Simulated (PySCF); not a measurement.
C7H12NP: core ionisation energies

Species: C7H12NP.
Cartesian coordinates in Å at the PBE0-D3(BJ)/def2-SVP level; atoms count from 1:
```
atom  x, y, z in Å
C1    -2.8542   -0.8736   -0.7057
C2    -2.4544    0.3031    0.1796
C3    -1.1153    0.8829   -0.1736
C4     0.0179    0.7311    0.5872
N5     1.1255    1.3340    0.0554
C6     2.4468    1.2284    0.6494
C7     3.1995   -0.0130    0.2024
C8     0.8781    1.9523   -1.1273
P9    -0.7633    1.8297   -1.6436
H10   -3.8358   -1.2791   -0.4144
H11   -2.1136   -1.6853   -0.6385
H12   -2.9120   -0.5690   -1.7622
H13   -2.4435   -0.0141    1.2363
H14   -3.2259    1.0884    0.1083
H15    0.1125    0.2071    1.5404
H16    2.3277    1.2397    1.7437
H17    3.0053    2.1386    0.3841
H18    3.3324   -0.0176   -0.8896
H19    2.6531   -0.9262    0.4811
H20    4.1938   -0.0501    0.6720
H21    1.7042    2.4626   -1.6250
```

The calculation used delta-SCF UKS SCAN, pcX-2 on the ionised atom, pcseg-1 elsewhere, spin-free X2C in PySCF. Binding energies are ΔSCF values: E(core-ionised, relaxed orbitals) − E(ground state) at a fixed geometry, referred to the vacuum level.

List the computed XPS lines with their assignment.

```tsv
atom(s)	bonded to	level	binding energy (eV)	2p1/2 (eV)	above the level's lowest (eV)	count
P9	2 C (aromatic in the SMILES)	P 1s	2148.49	–	0.00	1
N5	2 C (aromatic in the SMILES) and C	N 1s	405.94	–	0.00	1
C6	N, C and 2 H	C 1s	292.10	–	+2.63	1
C7	C and 3 H	C 1s	291.00	–	+1.53	1
C4	N (aromatic in the SMILES), C (aromatic in the SMILES) and H	C 1s	290.48	–	+1.01	1
C2	2 C and 2 H	C 1s	290.44	–	+0.97	1
C8	N (aromatic in the SMILES), H and P (aromatic in the SMILES)	C 1s	290.24	–	+0.77	1
C1	C and 3 H	C 1s	290.22	–	+0.75	1
C3	C (aromatic in the SMILES), C and P (aromatic in the SMILES)	C 1s	289.47	–	0.00	1
P9	2 C (aromatic in the SMILES)	P 2p3/2	134.98	135.87	0.00	1
```

The listed C 1s values span 2.63 eV, from C3 (bonded to C (aromatic in the SMILES), C and P (aromatic in the SMILES)) to C6 (bonded to N, C and 2 H). Summing the Pauling electronegativity differences to the bonded atoms, each weighted by its formal bond order, gives -0.54 for the lowest site and -0.21 for the highest; the largest sum, +0.39, belongs to C4, 1.62 eV below the top. The smallest sum, -1.05, belongs to C1, 0.75 eV above the lowest. The values 290.22 and 290.24 eV; the values 290.44 and 290.48 eV lie too close for their order to be trusted.

Which effective nuclear charge Zeff reproduces each element's mean 1s value in the hydrogen-like formula E = 13.606 eV × Zeff²?

C (Z = 6): mean 290.6 eV, Zeff = 4.62, Z − Zeff = 1.38; N (Z = 7): mean 405.9 eV, Zeff = 5.46, Z − Zeff = 1.54; P (Z = 15): mean 2148.5 eV, Zeff = 12.57, Z − Zeff = 2.43. Means run over the listed sites, weighted by atom count.

What is the longest wavelength that can ionise C 1s of C7 vertically?

λ = hc/E = 12398.42 eV Å / 291.00 eV = 42.606 Å.

Spin–orbit coupling isn't in the SCF: each 2p doublet comes from a relaxed spin-free hole plus a matrix of the shell (mean-field spin–orbit coupling and the ground-state 2p splitting), with 2p3/2 averaged over its two sublevels. 2p1/2 minus 2p3/2 (ligand field included): P 0.89 eV. Isolated species at its PBE0-D3(BJ)/def2-SVP geometry (one conformer only).

Time: 7.2 min; peak memory 0.78 GiB. Hardware: Arm Neoverse N1, one thread, no GPU (shared host).
